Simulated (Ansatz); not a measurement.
# Molecular dynamics of H

The input (input.yaml):

```yaml
accuracy: low
crystal:
  lattice:
    - [6.0, 0.0, 0.0]
    - [0.0, 6.0, 0.0]
    - [0.0, 0.0, 6.0]
  atoms:
    - { symbol: H, position: [0.23831302, -0.00447732, 0.29127676] }
    - { symbol: H, position: [0.28233128, 0.04739199, 0.17672793] }
    - { symbol: H, position: [0.66709847, 1.03642847, 0.53400414] }
    - { symbol: H, position: [0.7723239, 1.09324956, 0.51098048] }
    - { symbol: H, position: [0.35357591, 1.28573553, 0.96242497] }
    - { symbol: H, position: [0.35726222, 1.19790092, 0.87040295] }
    - { symbol: H, position: [0.65403927, 0.61959158, 0.72727932] }
    - { symbol: H, position: [0.736923, 0.53542015, 0.77130804] }
    - { symbol: H, position: [0.72473089, 0.8062842, 0.20904868] }
    - { symbol: H, position: [0.64734798, 0.74448271, 0.29952723] }
    - { symbol: H, position: [0.49749012, 0.394979, 0.24518246] }
    - { symbol: H, position: [0.61111308, 0.34411593, 0.25857648] }
    - { symbol: H, position: [-0.12526281, 0.28909091, 1.05952718] }
    - { symbol: H, position: [-0.11329385, 0.16628594, 1.09309389] }
    - { symbol: H, position: [0.17157617, 0.33432063, 0.45035071] }
    - { symbol: H, position: [0.14193429, 0.36891748, 0.57062702] }
basis:
  ecutwfc: 420.0
kpoints:
  mp_grid: { grid: [1, 1, 1] }
hamiltonian:
  xc: lda
scf:
  occupations: { method: fermi_dirac, width: 0.05 }
  lower_state_search: "off"
md:
  timestep: 0.5
  n_steps: 400
  ensemble: nvt_langevin
  temperature: 250.0
  initial_velocities: maxwell_boltzmann
  seed: 415270
  friction: 0.05
```

Run as:

```bash
$ ansatz run input.yaml --threads 1 --pin off --max-ram 3072MiB --backend cpu --events-out ev --progress --plain --runs-dir out
```

It goes on from the last frame of an earlier run, with new velocities.

Output, in part (step lines):

```
md step     0: t =     0.00 fs  T =   234.4 K  F+E_penalty+E_count = -247.83989663 eV  E_kin = 0.484725 eV  (6 SCF iters)
md step     1: t =     0.50 fs  T =   225.8 K  F+E_penalty+E_count = -247.84580391 eV  E_kin = 0.466931 eV  (5 SCF iters)
md step     2: t =     1.00 fs  T =   219.2 K  F+E_penalty+E_count = -247.85845968 eV  E_kin = 0.453255 eV  (5 SCF iters)
md step     3: t =     1.50 fs  T =   222.9 K  F+E_penalty+E_count = -247.87242284 eV  E_kin = 0.461078 eV  (5 SCF iters)
md step     4: t =     2.00 fs  T =   228.5 K  F+E_penalty+E_count = -247.87421220 eV  E_kin = 0.472600 eV  (5 SCF iters)
md step     5: t =     2.50 fs  T =   215.9 K  F+E_penalty+E_count = -247.86310167 eV  E_kin = 0.446511 eV  (5 SCF iters)
md step     6: t =     3.00 fs  T =   235.6 K  F+E_penalty+E_count = -247.84529728 eV  E_kin = 0.487215 eV  (5 SCF iters)
md step     7: t =     3.50 fs  T =   232.7 K  F+E_penalty+E_count = -247.82949691 eV  E_kin = 0.481300 eV  (5 SCF iters)
[... lines left out ...]
md step   399: t =   199.50 fs  T =   288.2 K  F+E_penalty+E_count = -247.85813895 eV  E_kin = 0.596010 eV  (5 SCF iters)
md step   400: t =   200.00 fs  T =   275.7 K  F+E_penalty+E_count = -247.83657876 eV  E_kin = 0.570144 eV  (6 SCF iters)
```

The steps, from the saved trajectory:

```csv
time (fs),T (K),potential energy less start (eV)
0.0,234,0.000
6.5,272,-0.028
13.0,279,-0.034
19.5,236,-0.030
26.0,223,-0.084
32.5,254,-0.071
39.0,293,-0.066
45.5,270,-0.012
52.0,283,0.011
58.5,286,-0.022
65.0,257,-0.044
71.5,217,-0.032
78.0,195,-0.025
84.5,200,0.011
91.0,257,0.076
97.5,203,0.099
104.0,259,0.097
110.5,217,0.089
117.0,186,0.079
123.5,218,0.035
130.0,240,0.009
136.5,209,0.026
143.0,221,0.013
149.5,241,-0.040
156.0,259,-0.016
162.5,197,-0.026
169.0,279,-0.007
175.5,231,0.050
182.0,245,0.118
188.5,302,0.066
195.0,260,0.000
```

All steps were run. A run of 0.2 ps of so small a system gives no equilibrium averages. Limits of this set-up: coarse k mesh, low accuracy level.

Mean squared displacements from the first frame to the last, about the centre of mass: H 1.12 Å².

Last frame:

```xyz
16
Lattice="6.0000 0.0000 0.0000 0.0000 6.0000 0.0000 0.0000 0.0000 6.0000" Properties=species:S:1:pos:R:3
H 0.863 0.453 1.745
H 1.435 0.071 1.509
H 3.527 6.907 3.883
H 3.341 7.053 3.151
H 2.301 8.061 4.870
H 2.495 8.293 5.584
H 5.031 3.443 4.266
H 4.404 3.527 4.729
H 4.994 4.398 0.681
H 5.710 4.578 0.947
H 3.273 1.936 1.288
H 2.867 2.173 1.855
H -0.782 1.281 5.219
H -0.377 1.305 5.900
H 1.106 3.160 2.593
H 0.608 3.752 2.834
```

Run time: 86 s on 1 thread of Intel(R) Xeon(R) Platinum 8488C (Sapphire Rapids), on a shared host, peak memory 0.34 GiB.
